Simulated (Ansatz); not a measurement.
(HGaPH)3 ring (Ga3P3H6). Total charge 0; singlet. Geometry PBE0-D4/def2-SVP.

```xyz
12

Ga   -1.882   -0.635   -0.003
H    -2.346   -1.871   -0.856
P    -1.846    1.411   -1.086
Ga    0.427    1.078   -1.498
H     1.292    2.248   -2.086
P     1.392   -0.989   -1.143
Ga    1.125   -0.998    1.151
H     2.388   -1.009    2.081
P    -1.008   -1.093    2.091
H    -1.482    2.225    0.038
H     2.770   -0.627   -1.223
H    -0.830    0.260    2.534
```

B3LYP takes the VWN-RPA correlation.

**Question.** Estimate the orbital energies around the gap (eV) in Ansatz with PBE-D4/def2-TZVP, r2SCAN-D4/def2-TZVP, B3LYP-D4/def2-TZVP, PBE0-D4/def2-TZVPD, BHLYP-D4/def2-TZVPD.

**Answer.** 
| orbital | PBE-D4/def2-TZVP | r2SCAN-D4/def2-TZVP | B3LYP-D4/def2-TZVP | PBE0-D4/def2-TZVPD | BHLYP-D4/def2-TZVPD |
| --- | --- | --- | --- | --- | --- |
| HOMO−9 | -10.61 | -10.99 | -11.74 | -11.99 | -13.25 |
| HOMO−8 | -8.93 | -9.30 | -9.97 | -10.22 | -11.39 |
| HOMO−7 | -8.84 | -9.21 | -9.86 | -10.11 | -11.24 |
| HOMO−6 | -8.18 | -8.49 | -9.16 | -9.39 | -10.48 |
| HOMO−5 | -7.27 | -7.56 | -8.17 | -8.41 | -9.40 |
| HOMO−4 | -7.11 | -7.41 | -7.97 | -8.20 | -9.16 |
| HOMO−3 | -6.79 | -7.06 | -7.63 | -7.85 | -8.77 |
| HOMO−2 | -6.73 | -7.00 | -7.50 | -7.75 | -8.58 |
| HOMO−1 | -6.25 | -6.49 | -6.99 | -7.22 | -8.02 |
| HOMO | -5.84 | -6.07 | -6.57 | -6.80 | -7.59 |
| LUMO | -2.95 | -2.82 | -2.42 | -2.26 | -1.47 |
| LUMO+1 | -2.59 | -2.43 | -2.04 | -1.88 | -1.07 |
| LUMO+2 | -2.00 | -1.80 | -1.46 | -1.26 | -0.49 |
| LUMO+3 | -1.40 | -1.19 | -0.82 | -0.75 | -0.05 |
| LUMO+4 | -1.09 | -0.79 | -0.49 | -0.50 | 0.22 |
| LUMO+5 | -0.91 | -0.63 | -0.27 | -0.15 | 0.65 |
